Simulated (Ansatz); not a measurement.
Total energies of H5MgNOSi (`[NH2][Mg][O][SiH3]`).

| atom | x (Å) | y (Å) | z (Å) |
| --- | --- | --- | --- |
| N1 | -0.664 | -2.228 | -1.916 |
| Mg2 | -0.253 | -0.839 | -0.723 |
| O3 | 0.140 | 0.488 | 0.418 |
| Si4 | 0.500 | 1.677 | 1.442 |
| H5 | -1.033 | -3.135 | -1.674 |
| H6 | -0.556 | -2.207 | -2.919 |
| H7 | 1.606 | 2.533 | 0.920 |
| H8 | -0.675 | 2.566 | 1.685 |
| H9 | 0.936 | 1.144 | 2.767 |

Charge 0, multiplicity 1. Correlated methods include outer-core shells of Mg, which these sets cover unevenly. The structure was optimised at the PBE0-D4/def2-TZVP level. It is one conformer, not always the lowest. Basis def2-TZVPP, Ansatz 0.2.0.

RPA on PBE orbitals: Hartree–Fock energy of these orbitals -620.90472 Eh, correlation -1.26346 Eh (frozen core).

| functional | energy without D4 (Eh) | D4 term (kJ/mol) |
| --- | --- | --- |
| PBE | -622.29552 | -13.2 |
| ωB97X-V | -622.60504 | – |

Q: Give the same for LDA (SPW92), revPBE, BLYP, r2SCAN, B97M-V, PBE0, B3LYP, r2SCANh, r2SCAN0, HSE06 (plane-wave form), BHLYP, CAM-B3LYP, LC-ωPBE, ωB97M-V, B2PLYP, PBE-QIDH. (Best estimate.)

A: Computed: 
```json
{"functional": "LDA (SPW92)", "energy without D4 (Eh)": "-619.59460", "D4 term (kJ/mol)": "–"}
{"functional": "revPBE", "energy without D4 (Eh)": "-622.57370", "D4 term (kJ/mol)": "-39.6"}
{"functional": "BLYP", "energy without D4 (Eh)": "-622.70014", "D4 term (kJ/mol)": "-28.9"}
{"functional": "r2SCAN", "energy without D4 (Eh)": "-622.60829", "D4 term (kJ/mol)": "-3.3"}
{"functional": "B97M-V", "energy without D4 (Eh)": "-622.57699", "D4 term (kJ/mol)": "–"}
{"functional": "PBE0", "energy without D4 (Eh)": "-622.34927", "D4 term (kJ/mol)": "-11.2"}
{"functional": "B3LYP", "energy without D4 (Eh)": "-622.78102", "D4 term (kJ/mol)": "-21.3"}
{"functional": "r2SCANh", "energy without D4 (Eh)": "-622.59661", "D4 term (kJ/mol)": "-3.5"}
{"functional": "r2SCAN0", "energy without D4 (Eh)": "-622.57994", "D4 term (kJ/mol)": "-3.9"}
{"functional": "HSE06 (plane-wave form)", "energy without D4 (Eh)": "-622.33043", "D4 term (kJ/mol)": "-10.5"}
{"functional": "BHLYP", "energy without D4 (Eh)": "-622.66569", "D4 term (kJ/mol)": "-17.0"}
{"functional": "CAM-B3LYP", "energy without D4 (Eh)": "-622.69414", "D4 term (kJ/mol)": "-11.4"}
{"functional": "LC-ωPBE", "energy without D4 (Eh)": "-622.48882", "D4 term (kJ/mol)": "–"}
{"functional": "ωB97M-V", "energy without D4 (Eh)": "-622.64687", "D4 term (kJ/mol)": "–"}
{"functional": "B2PLYP", "energy without D4 (Eh)": "-622.45593", "D4 term (kJ/mol)": "–"}
{"functional": "PBE-QIDH", "energy without D4 (Eh)": "-622.21934", "D4 term (kJ/mol)": "–"}
```

B3LYP takes the VWN-RPA correlation (the form of Gaussian; ORCA's B3LYP/G). HSE06 is the plane-wave form, built on full-range PBE exchange. The double hybrids freeze the cores in their second-order part.

LC-ωPBE has ω = 0.4 bohr⁻¹.
